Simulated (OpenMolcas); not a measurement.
Pt2+: ligand-field states by method

Pt2+ with its 6 nearest fluoride ions at 2.081 Å, on the Zn site of KZnF3 (a = 4.054 Å, distance in the model lattice 2.027 Å). The rest of the host is ab initio model potentials to 7.6 Å, with orthogonalisation functions on the cations behind the ligands, and point charges beyond; the distance is set by hand and nothing relaxes. Ligand basis ANO-RCC-VDZP.

```
Program             : OpenMolcas 26.06
Basis               : ANO-RCC-VTZP [8s7p5d3f1g]
Scalar Hamiltonian  : DKH2, point nucleus
Active space        : 8 electrons in 5 orbitals (5d)
State averaging     : 2S+1 = 3 even, 10 roots; 2S+1 = 1 even, 15 roots
Spin-orbit coupling : state interaction with AMFI integrals over the reference wave functions
```

I. CASSCF
II. SS-CASPT2, IPEA 0.25 Eh, imaginary shift 0.1 Eh (closed shells correlated: 5s 5p and the ligand valence shells)

Spin-free states (labels of O, the rotations of Oh) in cm-1, each column counted from its own energy of the first state listed:

```tsv
State	Degeneracy	I	II
3A2	1	0	0
1E	2	12659	8410
3T2	3	19470	21560
1A1	1	22703	16950
3T1	3	27387	27460
1T2	3	31808	30310
1T1	3	35219	32690
3T1	3	42941	44770
1E	2	52704	53330
1T2	3	52950	53450
1A1	1	72088	68090
```

From I to II, I's first state of the same spin (3T2) moves from 19470 to 21560 cm-1, by about +2100 cm-1.

From I to II, I's first state of another spin (1E) moves from 12659 to 8410 cm-1, by about -4300 cm-1.

I: A least-squares ligand-field fit to the states below 45000 cm-1, each weighted by its degeneracy and with a free common offset, gives 10Dq = 19373 cm-1, B = 797 cm-1 and C = 3157 cm-1 (C/B = 3.96), with an rms deviation of 72 cm-1. The same method and metal basis give the free ion B = 865 cm-1 (fit to its terms below 60000 cm-1, rms deviation 8 cm-1), so the nephelauxetic ratio is β = 797 / 865 = 0.92; it hangs on how both fits weigh the states, and computed free-ion B values tend to be too large, so β mixes covalency with correlation.

II: A least-squares ligand-field fit to the states below 45000 cm-1, each weighted by its degeneracy and with a free common offset, gives 10Dq = 21358 cm-1, B = 558 cm-1 and C = 2292 cm-1 (C/B = 4.11), with an rms deviation of 239 cm-1. The same method and metal basis give the free ion B = 677 cm-1 (fit to its terms below 60000 cm-1, rms deviation 447 cm-1), so the nephelauxetic ratio is β = 558 / 677 = 0.82; it hangs on how both fits weigh the states, and computed free-ion B values tend to be too large, so β mixes covalency with correlation.

From I to II, 10Dq changes by +10 %, B by -30 % and C by -27 %.

χT at 300 K: I 1.65, II 1.59 cm3 K/mol.

The states above are spin-free; spin-orbit coupling is strong here and shifts and splits them by thousands of cm-1.

Roots that are degenerate in the reference are averaged as groups; the widest CASPT2 spread within a group is 560 cm-1 (the 3-fold group of multiplicity 1 near 32700 cm-1 above the lowest state of its run, II). Shifts and gaps below about the spread of the groups concerned are not significant. Over all roots computed the reference weight is 0.72 to 0.73 in II; a low but even weight reflects the number of correlated electrons. Real 4d8 and 5d8 ions are as a rule square planar and diamagnetic. Ligand-to-metal charge-transfer states are missing. With no ligand orbital active B as a rule stays too high, so bands that hang on it stand too high and its fall with covalency is understated. Without dynamic correlation the repulsion within the d shell is too large (B by tens of per cent), so at a given field states of lower spin stand too high (holds for I). With metal d orbitals alone the field can be off either way by tens of per cent (holds for I). With one d shell and no ligand orbital active, 10Dq can be off by a tenth or more (holds for II). No measured value stands beside these numbers; the geometry was set by hand and not optimised.
